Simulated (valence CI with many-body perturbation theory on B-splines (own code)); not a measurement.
# E1 line list for Rb³¹⁺

Calculated by configuration interaction combined with many-body perturbation theory (CI+MBPT): four valence electrons over a frozen Dirac-Fock core [He], radial functions for each j: 11 s, 11 p, 9 d, 7 f, 5 g, 2 h, 1 i, with the one-electron correlation potential Σ1 (screened to all orders), the two-electron term Σ2, the three-electron term Σ3, Breit, model QED; selected single and double excitations, second order for the rest (own B-spline code, finite nucleus).

No measured spectrum was set against this ion. As an estimate, large intervals hold to a few tenths of a per cent, small ones and those within an open d or f shell to about a per cent. Among the levels kept, up to 280 cm⁻¹ of a level comes from second order outside the variational space, and about a tenth of that is noise between levels of different J, which matters for small intervals.

Lines 201 to 250 of 250 in falling wavelength, among levels below 2428.9 eV, chosen from the strongest by gf and those to the six lowest levels. Wavelengths and rates use the calculated energies. Electric multipoles are in the length gauge, E1 and E2 with the static RPA response of the core. Weak lines are less certain than strong ones. Lines between different terms over intervals too small for the method are left out, as are lines whose strength nearly cancels. The highest levels of a list are the least certain.

Levels are named by their leading jj configuration (3d3/2^4 stands for four electrons in 3d with j = 3/2), which in mixed levels can hold well under half, so a name can repeat and another be missing. Letters in brackets count levels of one name in rising energy.

```csv
λ vac (Å),Upper,Lower,A (s⁻¹),S (a.u.) with core polarisation,S without
5.484,(2s 2p1/2 2p3/2 3p1/2) J=1 [a],(2s^2 2p1/2 2p3/2) J=1,8.30e+11,2.03e-04,2.02e-04
5.479,(2s 2p1/2 2p3/2 3p3/2) J=3 [d],(2s^2 2p3/2^2) J=2,7.38e+11,4.19e-04,4.19e-04
5.475,(2s 2p1/2 2p3/2 3p3/2) J=2 [c],(2s^2 2p3/2^2) J=2,1.74e+12,7.06e-04,7.06e-04
5.469,(2s 2p1/2 2p3/2 3p1/2) J=2 [a],(2s^2 2p1/2 2p3/2) J=1,7.29e+12,2.94e-03,2.94e-03
5.465,(2s 2p1/2 2p3/2 3p3/2) J=3 [a],(2s^2 2p1/2 2p3/2) J=2,5.03e+11,2.84e-04,2.83e-04
5.462,(2s 2p1/2 2p3/2 3d3/2) J=3 [c],(2s 2p1/2^2 2p3/2) J=2,2.16e+11,1.21e-04,1.22e-04
5.460,(2s 2p1/2 2p3/2 3p3/2) J=1 [c],(2s^2 2p3/2^2) J=2,1.04e+12,2.51e-04,2.50e-04
5.458,(2s^2 2p3/2 3d5/2) J=1,(2s^2 2p1/2 2p3/2) J=1,1.44e+12,3.46e-04,3.46e-04
5.457,(2s 2p1/2 2p3/2 3p3/2) J=3 [b],(2s^2 2p1/2 2p3/2) J=2,6.59e+12,3.70e-03,3.69e-03
5.454,(2s 2p1/2 2p3/2 3p3/2) J=2 [d],(2s^2 2p3/2^2) J=2,2.62e+11,1.05e-04,1.05e-04
5.452,(2s 2p1/2^2 3p1/2) J=1,(2s^2 2p1/2^2) J=0,4.21e+12,1.01e-03,1.01e-03
5.451,(2s 2p1/2 2p3/2 3p3/2) J=1 [a],(2s^2 2p1/2 2p3/2) J=2,3.94e+11,9.44e-05,9.43e-05
5.445,(2s 2p1/2 2p3/2 3p3/2) J=1 [d],(2s^2 2p3/2^2) J=2,9.05e+11,2.16e-04,2.16e-04
5.436,(2s 2p1/2 2p3/2 3p3/2) J=2 [a],(2s^2 2p1/2 2p3/2) J=2,2.05e+12,8.11e-04,8.10e-04
5.430,(2s 2p1/2 2p3/2 3p1/2) J=2 [b],(2s^2 2p1/2 2p3/2) J=2,5.18e+12,2.05e-03,2.04e-03
5.427,(2s 2p3/2^2 3p1/2) J=2,(2s^2 2p3/2^2) J=2,6.88e+12,2.71e-03,2.71e-03
5.426,(2s 2p1/2 2p3/2 3p3/2) J=1 [a],(2s^2 2p1/2 2p3/2) J=1,1.91e+13,4.51e-03,4.51e-03
5.421,(2s 2p3/2^2 3p1/2) J=3,(2s^2 2p3/2^2) J=2,2.16e+13,1.19e-02,1.19e-02
5.411,(2s 2p1/2 2p3/2 3p3/2) J=2 [a],(2s^2 2p1/2 2p3/2) J=1,1.79e+13,6.99e-03,6.99e-03
5.405,(2s 2p1/2 2p3/2 3p1/2) J=2 [b],(2s^2 2p1/2 2p3/2) J=1,4.65e+12,1.81e-03,1.81e-03
5.402,(2s 2p1/2 2p3/2 3p3/2) J=2 [b],(2s^2 2p1/2 2p3/2) J=2,2.04e+13,7.92e-03,7.91e-03
5.402,(2s 2p3/2^2 3p3/2) J=3,(2s^2 2p3/2^2) J=2,8.97e+12,4.88e-03,4.88e-03
5.397,(2s 2p1/2 2p3/2 3p3/2) J=0 [a],(2s^2 2p1/2 2p3/2) J=1,2.59e+13,2.01e-03,2.01e-03
5.394,(2s 2p1/2 2p3/2 3p3/2) J=1 [b],(2s^2 2p1/2 2p3/2) J=2,2.33e+13,5.42e-03,5.42e-03
5.390,(2s 2p1/2 2p3/2 3p3/2) J=3 [c],(2s^2 2p1/2 2p3/2) J=2,2.02e+13,1.09e-02,1.09e-02
5.388,(2s 2p1/2^2 3p3/2) J=1,(2s^2 2p1/2^2) J=0,3.03e+13,7.01e-03,7.00e-03
5.379,(2s 2p1/2 2p3/2 3p1/2) J=2 [c],(2s^2 2p1/2 2p3/2) J=2,6.01e+12,2.31e-03,2.31e-03
5.378,(2s 2p1/2 2p3/2 3p3/2) J=2 [b],(2s^2 2p1/2 2p3/2) J=1,1.25e+12,4.80e-04,4.80e-04
5.369,(2s 2p1/2 2p3/2 3p1/2) J=1 [b],(2s^2 2p1/2 2p3/2) J=2,1.33e+13,3.05e-03,3.05e-03
5.369,(2s 2p1/2 2p3/2 3p3/2) J=1 [b],(2s^2 2p1/2 2p3/2) J=1,3.55e+11,8.14e-05,8.13e-05
5.355,(2s 2p1/2 2p3/2 3p1/2) J=2 [c],(2s^2 2p1/2 2p3/2) J=1,1.34e+12,5.07e-04,5.07e-04
5.351,(2s 2p1/2 2p3/2 3p1/2) J=1 [a],(2s^2 2p1/2^2) J=0,4.87e+11,1.10e-04,1.10e-04
5.345,(2s 2p1/2 2p3/2 3p1/2) J=1 [b],(2s^2 2p1/2 2p3/2) J=1,6.17e+12,1.40e-03,1.39e-03
5.337,(2s 2p1/2 2p3/2 3p1/2) J=0,(2s^2 2p1/2 2p3/2) J=1,1.66e+13,1.25e-03,1.24e-03
5.331,(2s 2p1/2 2p3/2 3p1/2) J=1 [c],(2s^2 2p1/2 2p3/2) J=2,4.04e+12,9.06e-04,9.05e-04
5.329,(2s 2p1/2 2p3/2 3p3/2) J=3 [d],(2s^2 2p1/2 2p3/2) J=2,9.46e+12,4.95e-03,4.94e-03
5.326,(2s^2 2p3/2 3d5/2) J=1,(2s^2 2p1/2^2) J=0,6.66e+11,1.49e-04,1.49e-04
5.325,(2s 2p1/2 2p3/2 3p3/2) J=2 [c],(2s^2 2p1/2 2p3/2) J=2,7.96e+12,2.97e-03,2.96e-03
5.311,(2s 2p1/2 2p3/2 3p3/2) J=1 [c],(2s^2 2p1/2 2p3/2) J=2,3.93e+11,8.71e-05,8.70e-05
5.307,(2s 2p1/2 2p3/2 3p1/2) J=1 [c],(2s^2 2p1/2 2p3/2) J=1,3.43e+12,7.58e-04,7.57e-04
5.305,(2s 2p1/2 2p3/2 3p3/2) J=2 [d],(2s^2 2p1/2 2p3/2) J=2,3.32e+12,1.22e-03,1.22e-03
5.301,(2s 2p1/2 2p3/2 3p3/2) J=2 [c],(2s^2 2p1/2 2p3/2) J=1,2.06e+12,7.56e-04,7.55e-04
5.287,(2s 2p1/2 2p3/2 3p3/2) J=1 [c],(2s^2 2p1/2 2p3/2) J=1,6.99e+12,1.53e-03,1.53e-03
5.281,(2s 2p1/2 2p3/2 3p3/2) J=2 [d],(2s^2 2p1/2 2p3/2) J=1,6.91e+12,2.51e-03,2.51e-03
5.280,(2s 2p3/2^2 3p1/2) J=2,(2s^2 2p1/2 2p3/2) J=2,3.14e+11,1.14e-04,1.14e-04
5.273,(2s 2p1/2 2p3/2 3p3/2) J=1 [d],(2s^2 2p1/2 2p3/2) J=1,1.71e+12,3.72e-04,3.72e-04
5.256,(2s 2p3/2^2 3p3/2) J=3,(2s^2 2p1/2 2p3/2) J=2,1.08e+12,5.43e-04,5.42e-04
5.241,(2s 2p1/2 2p3/2 3p3/2) J=1 [b],(2s^2 2p1/2^2) J=0,1.07e+12,2.29e-04,2.28e-04
5.218,(2s 2p1/2 2p3/2 3p1/2) J=1 [b],(2s^2 2p1/2^2) J=0,6.12e+11,1.29e-04,1.28e-04
5.150,(2s 2p1/2 2p3/2 3p3/2) J=1 [d],(2s^2 2p1/2^2) J=0,2.14e+12,4.33e-04,4.33e-04
```
